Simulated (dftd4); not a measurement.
C3H8NO (SMILES CN(C)C=[OH+]), charge +1, singlet, at a GFN2-xTB geometry; D4 for bp86 run with dftd4 4.2.0.

dftd4 was given this input:
```
$ dftd4 mol.xyz --func bp86 --charge 1 --json dftd4.json --noedisp --grad

# file mol.xyz
13

C     -0.73167972    -1.14649548     0.58147152
N     -0.32749045     0.16294619     0.12467996
C     -1.27175011     1.22630015     0.36089755
C      0.80219514     0.36526470    -0.45731035
O      1.63846582    -0.60936410    -0.66156684
H     -0.93219996    -1.11495839     1.65241951
H      0.04658152    -1.87864371     0.38168376
H     -1.64787047    -1.44599768     0.07212058
H     -0.90275906     2.17745703    -0.01518407
H     -1.46261890     1.31766064     1.43103265
H     -2.21775428     0.99337170    -0.12983891
H      1.04430255     1.37695391    -0.77701860
H      2.46443317    -0.36197009    -1.10579244
```

Output, abridged:

```
                    ____  _____ _____     ____  _  _
      -------------|  _ \|  ___|_   _|---|  _ \| || |------------
     |             | | | | |_    | | ___ | | | | || |_           |
     |             | |_| |  _|   | ||___|| |_| |__   _|          |
     |             |____/|_|     |_|     |____/   |_|            |
     |             ===================================           |
     |            E. Caldeweyher, S. Ehlert & S. Grimme          |
     |          Mulliken Center for Theoretical Chemistry        |
     |                    University of Bonn                     |
      -----------------------------------------------------------

Rational (Becke-Johnson) damping: bp86-D4-ATM
---------------------
  s6         1.0000
  s8         3.3550
  s9         1.0000
  a1         0.4365
  a2         4.9241
 alp        16.0000
--------------------

Dispersion energy:      -9.1161771695881E-03 Eh

Gradient norm:           5.2235304009211E-04 Eh/a0
--------------------------------------------------
     #    Z           dE/dx      dE/dy      dE/dz
--------------------------------------------------
     1    6 C    -9.687E-05 -1.627E-04  7.905E-05
     2    7 N    -2.802E-05  8.493E-06  1.177E-05
     3    6 C    -1.801E-04  1.766E-04  5.061E-05
     4    6 C     1.360E-04  3.334E-05 -7.175E-05
     5    8 O     2.557E-04 -9.178E-05 -1.036E-04
     6    1 H    -3.257E-05 -5.531E-05  5.947E-05
     7    1 H     1.001E-05 -6.058E-05  7.923E-06
     8    1 H    -5.665E-05 -6.666E-05  6.892E-06
     9    1 H    -3.832E-05  7.776E-05  2.459E-06
    10    1 H    -4.720E-05  5.354E-05  3.645E-05
    11    1 H    -6.572E-05  4.538E-05 -2.105E-06
    12    1 H     6.501E-05  3.640E-05 -3.844E-05
    13    1 H     7.871E-05  5.516E-06 -3.876E-05
--------------------------------------------------

Virial:
--------------------------------------------------
      component           x          y          z
--------------------------------------------------
          x       2.783E-03 -5.120E-04 -1.146E-03
          y      -5.120E-04  2.036E-03 -1.295E-04
          z      -1.146E-03 -1.295E-04  7.444E-04
--------------------------------------------------

[Info] Dispersion results written to 'dftd4.txt'
[Info] JSON dump of results written to 'dftd4.json'
```
